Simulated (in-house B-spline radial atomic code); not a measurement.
Orbital energies and mean radii along the 59-electron series, configuration 1s2 2s2 2p6 3s2 3p6 3d10 4s2 4p6 4d10 4f5/2(6) 4f7/2(6) 5s1. The effective charge is n√(-2ε), a non-relativistic measure. Computed with an all-electron radial atomic-structure program (B-spline basis): Dirac-Hartree-Fock, jj configuration that fills j = l - 1/2 first, finite nuclei.

| ion | Z | energy of 4f5/2 (Eh) | mean radius of 4f5/2 (bohr) | energy of 4s1/2 (Eh) | mean radius of 4s1/2 (bohr) | effective charge of 4f5/2 |
| --- | --- | --- | --- | --- | --- | --- |
| Os17+ | 76 | -16.38 | 0.49645 | -39.202 | 0.42902 | 22.895 |
| Ir18+ | 77 | -18.051 | 0.48037 | -41.711 | 0.42022 | 24.034 |
| Pt19+ | 78 | -19.79 | 0.46548 | -44.307 | 0.4117 | 25.165 |
| Au20+ | 79 | -21.596 | 0.45162 | -46.992 | 0.40344 | 26.288 |

(1) How does the screening of 4f5/2 change?

Answers

(1) Z less the effective charge goes from 53.11 at Z = 76 to 52.71 at Z = 79.
